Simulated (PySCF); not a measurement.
# What builds the first ionisation energy along the 4p block

All values are computed (PySCF 2.14, energy differences of UHF-based or UKS calculations, no spin-orbit coupling). Each column adds one step, in eV (sums use unrounded values): valence MP2, valence CCSD, valence triples, then the next inner shell at CCSD(T) (Ga 3s 3p 3d, Ge 3s 3p 3d, As 3s 3p 3d, Se 3s 3p 3d, Kr 3s 3p 3d). References (NIST) marked * lie between the lowest fine-structure levels; the others compare directly ((s) semi-empirical, (t) theoretical).

```tsv
element	UHF	+ MP2	+ CCSD	+ (T)	+ inner shell	sum	reference
Ga [Ar] 3d10 4s2 4p1 → [Ar] 3d10 4s2 (ANO-RCC-VTZP, spin-free X2C)	5.521	0.156	0.062	0.015	0.023	5.776	5.931
Ge [Ar] 3d10 4s2 4p2 → [Ar] 3d10 4s2 4p1 (ANO-RCC-VTZP, spin-free X2C)	7.404	0.264	0.018	0.010	0.031	7.726	7.925
As [Ar] 3d10 4s2 4p3 → [Ar] 3d10 4s2 4p2 (ANO-RCC-VTZP, spin-free X2C)	9.420	0.481	-0.032	0.033	0.044	9.946	10.008
Se [Ar] 3d10 4s2 4p4 → [Ar] 3d10 4s2 4p3 (ANO-RCC-VTZP, spin-free X2C)	8.546	0.680	0.121	0.032	0.036	9.416	9.635
Kr [Kr] → [Ar] 3d10 4s2 4p5 (ANO-RCC-VTZP, spin-free X2C)	13.046	0.951	-0.120	0.041	0.030	13.948	14.222
```

What remains against the references is mostly basis incompleteness.

These are valence bases, so the inner-shell step is incomplete.
